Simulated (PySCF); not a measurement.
Electronic absorption of C4H8BN

Compound: C4H8BN.
Geometry (PBE0-D3(BJ)/def2-SVP, Å), atoms numbered from 1 in this order:
```
atom  x, y, z in Å
B1     3.0747   -0.1386    0.4479
N2     1.6068   -0.3261    0.0523
C3     0.5046   -0.4684   -0.2467
C4    -0.8960   -0.6453   -0.6022
C5    -1.8235    0.1177    0.3074
C6    -2.6726    1.0489   -0.1202
H7     3.3129   -1.0099    1.2737
H8     3.7177   -0.2782   -0.5843
H9     3.1558    0.9923    0.9079
H10   -1.1093   -1.7286   -0.5604
H11   -1.0270   -0.3342   -1.6513
H12   -1.7740   -0.1416    1.3703
H13   -2.7384    1.3344   -1.1749
H14   -3.3392    1.5627    0.5762
```

The calculation used TDDFT PBE0/def2-SVPD, vertical, gas phase, core orbitals frozen in the response (PySCF 2.14.0, density-fitted response routines).

```json
{"state": "S1", "E (eV)": "5.39", "λ (nm)": "230.0", "f": "0.0031", "main configurations (H = HOMO, L = LUMO)": "H→L (49%), H-1→L (34%)"}
{"state": "S2", "E (eV)": "5.58", "λ (nm)": "222.4", "f": "0.047", "main configurations (H = HOMO, L = LUMO)": "H-1→L (43%), H→L (33%), H→L+1 (10%)"}
{"state": "S3", "E (eV)": "5.78", "λ (nm)": "214.5", "f": "0.0055", "main configurations (H = HOMO, L = LUMO)": "H-1→L+1 (61%), H→L+1 (33%)"}
{"state": "S4", "E (eV)": "6.21", "λ (nm)": "199.6", "f": "0.128", "main configurations (H = HOMO, L = LUMO)": "H→L+1 (28%), H-1→L+2 (21%), H-1→L+1 (17%)"}
{"state": "S5", "E (eV)": "6.39", "λ (nm)": "194.1", "f": "0.0021", "main configurations (H = HOMO, L = LUMO)": "H→L+2 (60%), H-1→L+2 (21%), H→L (10%)"}
{"state": "S6", "E (eV)": "6.76", "λ (nm)": "183.5", "f": "0.304", "main configurations (H = HOMO, L = LUMO)": "H-1→L+2 (39%), H-1→L+3 (22%), H→L+2 (11%)"}
{"state": "S7", "E (eV)": "6.82", "λ (nm)": "181.9", "f": "0.0082", "main configurations (H = HOMO, L = LUMO)": "H→L+3 (85%)"}
{"state": "S8", "E (eV)": "6.88", "λ (nm)": "180.1", "f": "0.297", "main configurations (H = HOMO, L = LUMO)": "H-1→L+3 (51%), H-2→L (30%)"}
{"state": "S9", "E (eV)": "7.03", "λ (nm)": "176.4", "f": "0.100", "main configurations (H = HOMO, L = LUMO)": "H-2→L (31%), H-2→L+2 (24%), H-1→L+3 (15%)"}
{"state": "S10", "E (eV)": "7.24", "λ (nm)": "171.3", "f": "0.0073", "main configurations (H = HOMO, L = LUMO)": "H-2→L+1 (98%)"}
```

Triplets (Tamm–Dancoff): T1 4.33 eV, H-2→L (78%), H-2→L+2 (16%); T2 4.93 eV, H-1→L (32%), H→L (20%), H→L+1 (15%); T3 5.16 eV, H→L (33%), H-1→L (31%), H→L+1 (11%); T4 5.27 eV, H→L+1 (38%), H-1→L+1 (35%), H→L (10%).

The lowest singlet comes at 230 nm (520 kJ/mol) in the ultraviolet; it is very weak; its leading configuration is HOMO→LUMO (49%). The largest oscillator strength of a single state is 0.304. Löwdin shares by element: HOMO (one of a set within 0.03 eV) hydrogen 40% or more, boron 37%, nitrogen 10%; LUMO carbon 62% or more, nitrogen 12% (atoms not listed hold the other 27%). Weighted by f, the mean energy of these states is 6.68 eV. Orbital energies (eV): HOMO-3 -10.60, HOMO-2 -8.80, HOMO-1 -7.61, HOMO -7.60, LUMO -1.13, LUMO+1 -0.43, LUMO+2 -0.19. The oscillator strengths of these states sum to 0.903; summed over the whole spectrum of an exact calculation they would give the number of electrons, 44 (Thomas–Reiche–Kuhn). The vertical ionisation energy (ΔSCF) is 10.96 eV, 3.73 eV above S10. Only the lowest 10 singlets were computed, as vertical energies without vibronic structure.

One conformer stands for the species.
